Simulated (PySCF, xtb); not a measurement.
ZrH2, SMILES [ZrH2] (connectivity only; charge and spin as stated), neutral, multiplicity 3.

Harmonic wavenumbers (cm⁻¹) from GFN2-xTB in xtb at its own minimum, in rising order: 456, 1261, 1355.

**Question.** What does PySCF with PBE-D3(BJ)/def2-TZVPD give at its own minimum? (Estimate from the structure and the level; the computed values follow.)

**Answer.** 591, 1593, 1617. Paired by order, the mean absolute difference is 243 cm⁻¹ and the zero-point energies are 4.4 and 5.4 kcal/mol.
